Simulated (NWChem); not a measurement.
System: CH₆ClNOSi; SMILES C[Si](N)(O)Cl

Parts of the log:

```
             Northwest Computational Chemistry Package (NWChem) 7.3.0
             --------------------------------------------------------

                             Geometry "geometry" -> ""
                             -------------------------

 Output coordinates in angstroms (scale by  1.889725989 to convert to a.u.)

  No.       Tag          Charge          X              Y              Z
 ---- ---------------- ---------- -------------- -------------- --------------
    1 C                    6.0000     1.70163900     1.01806400     0.17584900
    2 Si                  14.0000    -0.02666800     0.34622100     0.06492200
    3 N                    7.0000    -0.84255800     1.08220100    -1.25703900
    4 O                    8.0000    -0.93419500     0.56265300     1.43672300
    5 Cl                  17.0000     0.11914100    -1.72307200    -0.08587000
    6 H                    1.0000     2.28493000     0.76482100    -0.72300200
    7 H                    1.0000     2.21841100     0.58193800     1.04371800
    8 H                    1.0000     1.69613100     2.11333600     0.28949100
    9 H                    1.0000    -1.77461000     0.76386000    -1.50315200
   10 H                    1.0000    -0.31575000     1.30631200    -2.09461000
   11 H                    1.0000    -1.37125300     1.41824800     1.48866900

 Effective nuclear repulsion energy (a.u.)     308.9067335597

                                 NWChem DFT Module
                                 -----------------

 Summary of "ao basis" -> "ao basis" (spherical)
 ------------------------------------------------------------------------------
       Tag                 Description            Shells   Functions and Types
 ---------------- ------------------------------  ------  ---------------------
 C                          def2-svp                 6       14   3s2p1d
 Si                         def2-svp                 8       18   4s3p1d
 N                          def2-svp                 6       14   3s2p1d
 O                          def2-svp                 6       14   3s2p1d
 Cl                         def2-svp                 8       18   4s3p1d
 H                          def2-svp                 3        5   2s1p

 in cosmo_initialize ...
 calling solv_data for solv:dmf

 solvent parameters
 solvname_short: dmf
 solvname_long:  N,N-dimethylformamide
 dielec:       37.2190
 dielecinf:     2.0463
 nonaqueous SMD model solvent descriptors
 dielec:       37.2190
 sola:          0.0000
 solb:          0.7400
 solc:          0.0000
 solg:         49.5600
 solh:          0.0000
 soln:          1.4305

          ---------------
          -cosmo- solvent
          ---------------
 Cosmo: York-Karplus, doi: 10.1021/jp992097l
 dielectric constant -eps-     =  37.22
 screen = (eps-1)/(eps    )    =   0.97313
 surface charge correction     = lagrangian

   van der Waals surface
 --------------------------

 ---------- ATOMIC COORDINATES (A.U.) ------------ VDWR(ANG.) --
     1    3.21563144    1.92386200    0.33230643     1.850
     2   -0.05039521    0.65426282    0.12268479     2.470
     3   -1.59220375    2.04506335   -2.37545927     1.890
     4   -1.76537257    1.06326000    2.71501279     2.294
     5    0.22514384   -3.25613394   -0.16227077     2.380
     6    4.31789160    1.44530212   -1.36627567     1.200
     7    4.19218892    1.09970336    1.97234103     1.200
     8    3.20522283    3.99362596    0.54705867     1.200
     9   -3.35352664    1.44348609   -2.84054540     1.200
    10   -0.59668098    2.46857174   -3.95823895     1.200
    11   -2.59129243    2.68010010    2.81317650     1.200
 number of segments per atom =        128
 number of   points per atom =        128
 atom (   nspa,  nppa )
 ----------------------
    1 (     44,     0 )       0
    2 (     25,     0 )       0
    3 (     57,     0 )       0
    4 (     80,     0 )       0
    5 (     91,     0 )       0
    6 (     54,     0 )       0
    7 (     50,     0 )       0
    8 (     51,     0 )       0
    9 (     43,     0 )       0
   10 (     46,     0 )       0
   11 (      1,     0 )       0
 number of -cosmo- surface points =      542
 molecular surface =    150.273 angstrom**2
 molecular volume  =    144.964 angstrom**3
 -lineq- algorithm             =   0
 -bem- low  level              =   3
 -bem- from -octahedral-
 gaussian surface charge width =   4.50000
 degree of switching           =   1.00000
 switching function tolerance  =   0.00010
 atomic radii =
 --------------
    1  6.000  1.850
    2 14.000  2.470
    3  7.000  1.890
    4  8.000  2.294
    5 17.000  2.380
    6  1.000  1.200
    7  1.000  1.200
    8  1.000  1.200
    9  1.000  1.200
   10  1.000  1.200
   11  1.000  1.200
 ...... end of -cosmo- initialization ......

 nat:                    11
 ixmem:                  6636
 calling mnsol_interface()
 G(SMD-CDS) energy (kcal/mol)  =    -0.028
 SMD-CDS SASA (angstrom**2)    =   159.631

            General Information
            -------------------
          SCF calculation type: DFT
          Wavefunction type:  closed shell.
          No. of atoms     :    11
          No. of electrons :    58
           Alpha electrons :    29
            Beta electrons :    29
          Charge           :     0
          Spin multiplicity:     1
          Use of symmetry is: off; symmetry adaption is: off
          Maximum number of iterations: 150
          AO basis - number of functions:   108
                     number of shells:    52
          Convergence on energy requested:  1.00D-06
          Convergence on density requested:  1.00D-05
          Convergence on gradient requested:  5.00D-04

              XC Information
              --------------
                         B3LYP Method XC Potential
                     Hartree-Fock (Exact) Exchange  0.200
                        Slater Exchange Functional  0.800 local
                    Becke 1988 Exchange Functional  0.720 non-local
              Lee-Yang-Parr Correlation Functional  0.810
                  VWN I RPA Correlation Functional  0.190 local

             Grid Information
             ----------------
          Grid used for XC integration:  medium
          Radial quadrature: Mura-Knowles
          Angular quadrature: Lebedev.
          Tag              B.-S. Rad. Rad. Pts. Rad. Cut. Ang. Pts.
          ---              ---------- --------- --------- ---------
          C                   0.70       49          10.0       434
          Si                  1.10       88           8.0       590
          N                   0.65       49          10.0       434
          O                   0.60       49          10.0       434
          Cl                  1.00       88          11.0       590
          H                   0.35       45          12.0       434
          Grid pruning is: on
          Number of quadrature shells:   593
          Spatial weights used:  Erf1

      Superposition of Atomic Density Guess
      -------------------------------------

 Sum of atomic energies:        -917.61788357

      Non-variational initial energy
      ------------------------------

 Total energy =    -919.779594
 1-e energy   =   -1880.233460
 2-e energy   =     651.547133
 HOMO         =      -0.362260
 LUMO         =       0.058360

   convergence    iter        energy       DeltaE   RMS-Dens  Diis-err
 ---------------- ----- ----------------- --------- --------- ---------
     COSMO gas phase
 d= 0,ls=0.0,diis     1   -921.1139543720 -1.23D+03  1.22D-02  7.72D-01
 d= 0,ls=0.0,diis     2   -921.1054967147  8.46D-03  6.70D-03  9.10D-01
 d= 0,ls=0.0,diis     3   -921.1914254269 -8.59D-02  1.49D-03  5.37D-02
 d= 0,ls=0.0,diis     4   -921.1958628641 -4.44D-03  5.41D-04  5.23D-03
 d= 0,ls=0.0,diis     5   -921.1964481219 -5.85D-04  1.04D-04  2.40D-04
  Resetting Diis
 d= 0,ls=0.0,diis     6   -921.1964710318 -2.29D-05  3.88D-05  2.64D-05
 d= 0,ls=0.0,diis     7   -921.1964742108 -3.18D-06  1.06D-05  5.75D-07
 d= 0,ls=0.0,diis     8   -921.1964741747  3.61D-08  6.16D-06  8.70D-07

   convergence    iter        energy       DeltaE   RMS-Dens  Diis-err
 ---------------- ----- ----------------- --------- --------- ---------
     COSMO solvation phase
 d= 0,ls=0.0,diis     1   -921.2062854518 -9.81D-03  1.20D-03  3.00D-03
 d= 0,ls=0.0,diis     2   -921.2071374542 -8.52D-04  3.31D-04  9.12D-04
 d= 0,ls=0.0,diis     3   -921.2072134465 -7.60D-05  1.21D-04  3.20D-04
 d= 0,ls=0.0,diis     4   -921.2072407614 -2.73D-05  4.26D-05  3.66D-05
 d= 0,ls=0.0,diis     5   -921.2072442613 -3.50D-06  1.10D-05  1.24D-06
 d= 0,ls=0.0,diis     6   -921.2072443976 -1.36D-07  2.67D-06  1.07D-07

         Total DFT energy =     -921.207244397553
      One electron energy =    -1885.455133706725
           Coulomb energy =      727.862716082953
    Exchange-Corr. energy =      -72.518445504360
 Nuclear repulsion energy =      308.906733559698

             COSMO energy =       -0.003114829119

 Numeric. integr. density =       58.000002651822

                                COSMO-SMD solvation results
                                ---------------------------

             internal energy in gas <Psi(g)|H|Psi(g)> =      -921.196474174727
         internal energy in solvent <Psi(s)|H|Psi(s)> =      -921.195367177741
                               delta internal energy  =         0.001106996986 (    0.69 kcal/mol)
   total free energy in solvent <Psi(s)|H+V/2|Psi(s)> =      -921.207199349083
 polarization energy contribution <Psi(s)|V/2|Psi(s)> =        -0.011832171342 (   -7.42 kcal/mol)
    total free energy in solvent including G(SMD-CDS) =      -921.207244397553
                       G(SMD-CDS) energy contribution =        -0.000045048470 (   -0.03 kcal/mol)
     1 M fixed-concentration free energy of solvation =        -0.010770222826 (   -6.76 kcal/mol)

                       DFT Final Molecular Orbital Analysis
                       ------------------------------------

 Vector   27  Occ=2.000000D+00  E=-3.087358D-01
              MO Center= -1.3D-01, -9.4D-01,  3.4D-01, r^2= 3.0D+00
   Bfn.  Coefficient  Atom+Function         Bfn.  Coefficient  Atom+Function
  ----- ------------  ---------------      ----- ------------  ---------------
    71      0.491169   5 Cl px               68      0.354386   5 Cl px
    50     -0.243959   4 O  px               73     -0.224838   5 Cl pz
    65      0.207477   5 Cl px               53     -0.187421   4 O  px
    52     -0.172504   4 O  pz               70     -0.171089   5 Cl pz
    51     -0.169648   4 O  py               55     -0.132076   4 O  pz

 Vector   28  Occ=2.000000D+00  E=-2.999292D-01
              MO Center=  3.3D-01,  5.4D-02,  3.1D-01, r^2= 3.9D+00
   Bfn.  Coefficient  Atom+Function         Bfn.  Coefficient  Atom+Function
  ----- ------------  ---------------      ----- ------------  ---------------
    71      0.299849   5 Cl px                4      0.296464   1 C  px
    50      0.278401   4 O  px                3     -0.232735   1 C  s
    68      0.223165   5 Cl px               53      0.205539   4 O  px
     7      0.201286   1 C  px               72      0.192111   5 Cl py
    22     -0.144076   2 Si px               69      0.135736   5 Cl py

 Vector   29  Occ=2.000000D+00  E=-2.614438D-01
              MO Center= -7.0D-01,  7.6D-01, -9.8D-01, r^2= 2.3D+00
   Bfn.  Coefficient  Atom+Function         Bfn.  Coefficient  Atom+Function
  ----- ------------  ---------------      ----- ------------  ---------------
    37      0.487856   3 N  py               40     -0.405474   3 N  py
    73      0.194575   5 Cl pz               38      0.168574   3 N  pz
    72     -0.165414   5 Cl py               70      0.139659   5 Cl pz
    41     -0.130001   3 N  pz               26     -0.113487   2 Si py
    36     -0.112200   3 N  px               69     -0.105479   5 Cl py

 Vector   30  Occ=0.000000D+00  E= 4.518136D-02
              MO Center= -3.1D-01,  1.0D+00,  4.7D-02, r^2= 7.0D+00
   Bfn.  Coefficient  Atom+Function         Bfn.  Coefficient  Atom+Function
  ----- ------------  ---------------      ----- ------------  ---------------
     3      1.270630   1 C  s                18     -0.762560   2 Si s
    35      0.745794   3 N  s               105     -0.641589  11 H  s
    49      0.606341   4 O  s                80     -0.544291   6 H  s
    90     -0.489339   8 H  s               100     -0.484543  10 H  s
    85     -0.405050   7 H  s                95     -0.402139   9 H  s

 Vector   31  Occ=0.000000D+00  E= 7.764055D-02
              MO Center= -3.9D-01,  8.1D-01, -1.5D-01, r^2= 6.5D+00
   Bfn.  Coefficient  Atom+Function         Bfn.  Coefficient  Atom+Function
  ----- ------------  ---------------      ----- ------------  ---------------
    35      0.986100   3 N  s                 3      0.709999   1 C  s
   105      0.700245  11 H  s                49     -0.619567   4 O  s
    27      0.573857   2 Si pz               85     -0.557143   7 H  s
    95     -0.554364   9 H  s               100     -0.469803  10 H  s
    26     -0.280944   2 Si py               18     -0.270925   2 Si s

 Vector   32  Occ=0.000000D+00  E= 9.271117D-02
              MO Center=  5.5D-01,  8.6D-01, -1.2D-01, r^2= 6.5D+00
   Bfn.  Coefficient  Atom+Function         Bfn.  Coefficient  Atom+Function
  ----- ------------  ---------------      ----- ------------  ---------------
     3      1.849113   1 C  s                90     -1.117565   8 H  s
    25     -0.680245   2 Si px               35     -0.654960   3 N  s
    85     -0.524164   7 H  s                95      0.512392   9 H  s
    18     -0.408763   2 Si s                80     -0.379941   6 H  s
    26      0.340458   2 Si py              100      0.335137  10 H  s

     Multipole analysis of the density
     ---------------------------------

     L   x y z        total         alpha         beta         nuclear
     -   - - -        -----         -----         ----         -------
     0   0 0 0     -0.000000    -29.000000    -29.000000     58.000000

     1   1 0 0     -0.112969     -1.217033     -1.217033      2.321098
     1   0 1 0      1.321432      0.010273      0.010273      1.300887
     1   0 0 1     -0.780982     -1.996604     -1.996604      3.212226

     2   2 0 0    -30.040660   -100.233411   -100.233411    170.426161
     2   1 1 0     -0.844400      1.189077      1.189077     -3.222554
     2   1 0 1      0.906212     -0.824680     -0.824680      2.555571
     2   0 2 0    -33.462735   -157.415938   -157.415938    281.369140
     2   0 1 1      0.539021      0.730743      0.730743     -0.922466
     2   0 0 2    -30.929444    -84.213401    -84.213401    137.497358
```

Level: B3LYP/def2-SVP, SMD on the gas-phase geometry. Coordinates come from a PBE0/def2-SVP optimisation. B3LYP is NWChem's, with the RPA form of VWN correlation. Solvent: N,N-dimethylformamide.

Problem. Write an input that gives this output.

Solution. This is not unique; one that fits is the input that was run:
```
start job
memory heap 200 mb stack 900 mb global 1100 mb
geometry units angstroms noautosym nocenter noautoz
  C      1.701639     1.018064     0.175849
  Si    -0.026668     0.346221     0.064922
  N     -0.842558     1.082201    -1.257039
  O     -0.934195     0.562653     1.436723
  Cl     0.119141    -1.723072    -0.085870
  H      2.284930     0.764821    -0.723002
  H      2.218411     0.581938     1.043718
  H      1.696131     2.113336     0.289491
  H     -1.774610     0.763860    -1.503152
  H     -0.315750     1.306312    -2.094610
  H     -1.371253     1.418248     1.488669
end
basis spherical
  * library def2-svp
end
dft
  xc b3lyp
  iterations 150
end
cosmo
  do_cosmo_smd true
  solvent dmf
end
task dft energy
```
